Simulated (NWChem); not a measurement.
Molecule: C2H4FNOSi; SMILES N#CC[Si@@H](O)F

```xyz
10

N     -0.2714    -2.9655    -0.3057
C      0.2200    -1.9770     0.0886
C      0.7979    -0.7201     0.5314
Si    -0.0237     0.7731    -0.2884
O     -1.5114     0.9235     0.4305
F      0.9251     2.0598     0.0672
H      0.6861    -0.6088     1.6316
H      1.8855    -0.6971     0.3059
H     -0.0878     0.6700    -1.7778
H     -2.1546     1.5197     0.0101
```
Atoms are numbered in this order, from 1.

Computed with NWChem. Structure relaxed at the PBE-D3(BJ)/def2-SVP level. Atomic charges in e: unrestrained fits to the electrostatic potential beside Mulliken populations; buried atoms are poorly determined by the fit.

Question: Predict the results for B3LYP/def2-SVP. Quantities: ESP N1; Mulliken N1; ESP C2; Mulliken C2; ESP C3; Mulliken C3; ESP Si4; Mulliken Si4; ESP O5; Mulliken O5; relative RMS misfit of the potential (%).

Answer: 
| Quantity | Result |
|---|---|
| ESP N1 | -0.44 |
| Mulliken N1 | 0.03 |
| ESP C2 | 0.31 |
| Mulliken C2 | -0.24 |
| ESP C3 | -0.26 |
| Mulliken C3 | -0.19 |
| ESP Si4 | 0.95 |
| Mulliken Si4 | 0.85 |
| ESP O5 | -0.67 |
| Mulliken O5 | -0.38 |
| relative RMS misfit of the potential (%) | 16 |
